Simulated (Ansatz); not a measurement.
Ideal-gas functions of `O=CB[SiH2]F` at 800 K and 1 bar, from an Ansatz frequency run at PBE0-D4/def2-TZVP.

Molar mass 89.94 g/mol, point group C1 (symmetry number 1), electronic degeneracy 1, moments of inertia 63.238, 213.59, 243.707 u Å². Harmonic wavenumbers (cm⁻¹, unscaled): 62, 94, 137, 184, 350, 497, 585, 725, 746, 845, 869, 907, 942, 1010, 1093, 1364, 1689, 2210, 2226, 2631, 3039.

Use S(trans) = R[1.5 ln M + 2.5 ln T − 1.1517]; rotational temperatures θ = 24.2544 K / I; S(rot) = R[ln(√π/σ · √(T³/θAθBθC)) + 1.5]; for each mode x = 1.438777 ν̃/T, S = R[x/(eˣ − 1) − ln(1 − e⁻ˣ)] and H = RT x/(eˣ − 1); 1 cm⁻¹ = 0.0119627 kJ/mol; R = 8.31446 J/(mol·K).

**Question.** By hand: the entropy, in J/(mol·K).

**Answer.** Translation 185.5. Rotation: θ = 0.3835, 0.1136, 0.0995 K, giving 123.2. Vibration, mode by mode: 26.56, 23.10, 19.98, 17.55, 12.30, 9.52, 8.27, 6.67, 6.47, 5.59, 5.40, 5.11, 4.86, 4.41, 3.92, 2.67, 1.68, 0.79, 0.77, 0.42, 0.23, in all 166.3. Electronic 0.0. Sum 475.0 J/(mol·K).

**Question.** By hand: H − E and G − E in kJ/mol, counted from the electronic energy.

**Answer.** Zero-point energy ½ × 22205 × 0.0119627 = 132.8; thermal vibration 62.1; translation, rotation and pV give 4 RT = 26.6. H − E = 221.5 kJ/mol, and G − E = 221.5 − 800 × 475.0/1000 = -158.5 kJ/mol.

Vibration gives 35 % of the entropy, 69.6 J/(mol·K) of it from the modes under 150 cm⁻¹: soft modes count most, and the harmonic formula is weakest for them. The sum counts one conformer and one mirror image; others add a mixing term.
